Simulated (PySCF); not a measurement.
Cl2H4N2Si, SMILES Cl[Si](Cl)(N)N.

The structure is a stationary point at B3LYP-D3(BJ)/def2-SVP. One conformer was computed; it need not be the lowest.

Two levels are set side by side: PBE/def2-TZVP (PySCF) and CAM-B3LYP/def2-TZVP (PySCF). Same geometry, gas phase. Differences are taken from unrounded values.

| quantity | CAM-B3LYP | PBE | PBE minus CAM-B3LYP |
|---|---|---|---|
| orbital gap (eV) | 10.79 | 6.16 | -4.63 |
| highest occupied level (eV) | -9.44 | -6.55 | 2.89 |
| lowest empty level (eV) | 1.35 | -0.39 | -1.74 |
| dipole moment (D) | 2.38 | 2.39 | 0.01 |
| mean polarisability (bohr³) | 60.1 | 63.4 | 3.3 |

PBE's occupied levels lie high since its potential decays too fast outside the molecule; exact exchange lowers them and widens the gap. Loosely held outer electrons make PBE densities more polarisable. Differences between two approximate levels are no errors against the true value.

Rough cost on one machine, each run with all the roots and properties that it gave: CAM-B3LYP against PBE within a factor of 2.
